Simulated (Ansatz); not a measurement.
Species: [Al(H)3(O(CH3)2)] with one electron removed (charge 1, multiplicity 2), formula C2H9AlO.

How many basis functions does frozen-core CCSD(T)/cc-pVTZ // B3LYP-D3(BJ)/def2-SVP (Ansatz, a program for electronic structure) use, how many core orbitals are frozen, and how many electrons are correlated?

250 basis functions and 8 frozen orbitals, which leaves 25 correlated electrons. Core time is of the order of hours.
